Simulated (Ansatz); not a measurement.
The same molecule with X = B, Ga, In. Ansatz, PBE0-D4/def2-TZVP geometries, multiplicity 1. Each molecule was computed in one conformer, which needn't be the lowest.

Elements past krypton have def2 core potentials. Scalar relativity is left out up to krypton.

```tsv
X	molecule	mean X–F bond length / Å	mean X–N bond length / Å	mean X–S bond length / Å	size of the dipole moment (PBE/def2-TZVPP) / D	HOMO–LUMO gap (PBE/def2-TZVPP) / eV	LUMO energy (ωB97M-V/def2-TZVPP) / eV
B	`CN(C)B(F)S`	1.342	1.395	1.830	1.83	5.40	2.18
In	`C[N](C)[In]([F])[SH]`	1.956	1.987	2.356	2.19	2.68	0.26
```

Task: Give the row for X = Ga, `C[N](C)[Ga]([F])[SH]`. (Estimate.)

Result: The calculation gave: 
```tsv
X	molecule	mean X–F bond length / Å	mean X–N bond length / Å	mean X–S bond length / Å	size of the dipole moment (PBE/def2-TZVPP) / D	HOMO–LUMO gap (PBE/def2-TZVPP) / eV	LUMO energy (ωB97M-V/def2-TZVPP) / eV
Ga	`C[N](C)[Ga]([F])[SH]`	1.757	1.800	2.183	1.77	3.82	1.24
```

From B to In the mean X–F bond length rises at each step, by 0.614 Å in all; the mean X–N bond length rises at each step, by 0.592 Å in all; the mean X–S bond length rises at each step, by 0.526 Å in all; the HOMO–LUMO gap (PBE/def2-TZVPP) falls at each step, by 2.72 eV in all; the LUMO energy (ωB97M-V/def2-TZVPP) falls at each step, by 1.92 eV in all. Bonds lengthen as the atom grows down the group. Dipoles are sizes alone, and their direction can turn along the series.
